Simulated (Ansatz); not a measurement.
`C[CH](C)[InH][CH](C)C` → `[CH3][In]([CH3])[C](C)(C)C`  (isomerisation)

Calculated with Ansatz (gas phase, PBE0-D4/def2-TZVP geometries, no zero-point term in ΔE). CCSD(T)/CBS adds triple-zeta CCSD(T) − MP2 to the extrapolated MP2 energy (def2 sets, frozen cores). DFT in def2-TZVPP. def2 core potentials past Kr. For In outer-core shells are correlated without core-valence functions, which leaves a few kJ/mol of doubt a bond. One conformer a species, not always the lowest.

CCSD(T)/CBS gives -52.1 kJ/mol.

Another level gave -44.9 kJ/mol. Which?
A. HF/def2-TZVPP
B. PBE-D4/def2-TZVPP
C. CCSD(T)/def2-TZVPP
D. B97M-V/def2-TZVPP

B. PBE-D4 -44.9, B97M-V -39.3, HF/def2-TZVPP -35.2, CCSD(T)/def2-TZVPP -51.5 kJ/mol.

Largest T1 diagnostic among the species: 0.011.

Leaving LDA and LC-ωPBE aside and taking each functional with its dispersion term where it has one, the values, not all of them listed here, spread over 9.4 kJ/mol, from B2PLYP to B97M-V. At CCSD(T), def2-SVP lies +17.8 kJ/mol from the extrapolated value and def2-TZVPP +0.6 kJ/mol. In def2-TZVPP, CCSD(T) changes the Hartree–Fock value by −16.3 kJ/mol (the triples alone add −2.6 kJ/mol) and MP2 by −23.6 kJ/mol.
